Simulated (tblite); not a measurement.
Compound: C₁₉H₁₂O.
SMILES with atom numbers: `[O:1]=[CH:2][c:3]1[c:4]2[cH:5][cH:6][cH:7][cH:8][c:9]2[cH:10][c:11]2[cH:12][c:13]3[cH:14][cH:15][cH:16][cH:17][c:18]3[cH:19][c:20]12` (hydrogens: H21 on C2; H22 on C5; H23 on C6; H24 on C7; H25 on C8; H26 on C10; H27 on C12; H28 on C14; H29 on C15; H30 on C16; H31 on C17; H32 on C19)

Computed with GFN2-xTB (tblite), gas phase: L-BFGS steps from a force-field or distance-geometry start until the largest atomic force falls under 0.01 eV/Å.

Geometry at step 6:
```
atom  x, y, z in Å
O1      0.7900    3.3672    0.8035
C2      1.4225    2.6070    0.1113
C3      1.2659    1.1484    0.0347
C4      2.4204    0.3438   -0.0620
C5      3.7527    0.8486   -0.0570
C6      4.8305    0.0189   -0.1486
C7      4.6744   -1.3780   -0.2479
C8      3.4265   -1.9085   -0.2323
C9      2.2741   -1.0820   -0.1300
C10     1.0039   -1.6350   -0.0910
C11    -0.1567   -0.8615    0.0204
C12    -1.4230   -1.4670    0.0455
C13    -2.5934   -0.7318    0.1325
C14    -3.8788   -1.3438    0.1625
C15    -5.0070   -0.5947    0.2469
C16    -4.9161    0.8137    0.3101
C17    -3.7056    1.4356    0.2899
C18    -2.4907    0.6979    0.2032
C19    -1.2354    1.3063    0.1733
C20    -0.0396    0.5724    0.0947
H21     2.1700    3.0018   -0.6057
H22     3.9357    1.9073    0.0422
H23     5.8313    0.4206   -0.1508
H24     5.5415   -2.0159   -0.3323
H25     3.2806   -2.9771   -0.2895
H26     0.9009   -2.7096   -0.1427
H27    -1.4758   -2.5470   -0.0146
H28    -3.9384   -2.4225    0.1075
H29    -5.9789   -1.0655    0.2622
H30    -5.8305    1.3837    0.3871
H31    -3.6575    2.5134    0.3413
H32    -1.2088    2.3850    0.2279
```

Problem. What forces act on the atoms?

Solution. 
```csv
atom,Fx (eV/Å),Fy (eV/Å),Fz (eV/Å)
O1,0.010,-0.050,-0.031
C2,-0.194,-0.021,-0.195
C3,-0.053,-0.019,0.240
C4,-0.072,0.004,-0.057
C5,-0.001,0.020,0.049
C6,-0.022,0.028,-0.042
C7,-0.037,-0.026,-0.010
C8,-0.146,-0.061,0.019
C9,-0.082,0.029,-0.040
C10,-0.053,-0.076,0.012
C11,0.019,0.010,-0.056
C12,0.080,-0.068,-0.014
C13,0.106,-0.002,0.074
C14,0.140,-0.067,-0.059
C15,0.023,0.007,-0.017
C16,0.041,0.014,0.045
C17,0.039,0.080,0.000
C18,0.021,-0.056,-0.048
C19,-0.056,0.021,0.042
C20,-0.058,-0.043,-0.016
H21,0.128,0.036,0.085
H22,-0.124,0.032,-0.016
H23,0.027,0.103,0.019
H24,0.022,0.046,0.019
H25,-0.031,-0.026,-0.007
H26,0.001,-0.052,0.006
H27,-0.003,0.038,-0.006
H28,0.055,0.024,0.013
H29,-0.003,0.018,0.014
H30,0.040,0.059,-0.025
H31,0.082,0.027,0.004
H32,0.103,-0.026,-0.001
```

The largest, 0.28 eV/Å, acts on C2; the rms over all components is 0.063 eV/Å. The forces sum to zero within rounding, as they must for an isolated molecule in no field.

Problem. Give the force on C2 in Eh/bohr and in nN.

Solution. 0.276 eV/Å ÷ 51.422 = 0.00536 Eh/bohr, and 0.276 eV/Å × 1.602 = 0.44 nN.

Problem. How far is this geometry from the end of the optimisation?

Solution. 0.049 eV above it, and 0.076 Å rms away after alignment. The bonds farthest from their final lengths, with half the difference of the two atoms' forces along the bond (positive lengthens):

| bond | now (Å) | final (Å) | force along bond (eV/Å) |
| --- | --- | --- | --- |
| C19–C20 | 1.405 | 1.399 | +0.02 |
| C18–C19 | 1.395 | 1.389 | -0.02 |
| C2–C3 | 1.469 | 1.463 | -0.02 |
| C4–C5 | 1.425 | 1.421 | +0.04 |
| C17–C18 | 1.424 | 1.420 | +0.03 |
| C3–C20 | 1.428 | 1.425 | 0.00 |

The angle farthest from its final value is C3–C20–C19, 124.7° against 123.2°.

The cost below is that of the whole relaxation. The run took 1.1 s wall on an Arm Neoverse V1 with one thread, shared host with 32 logical CPUs at a one-minute load of 9.5.
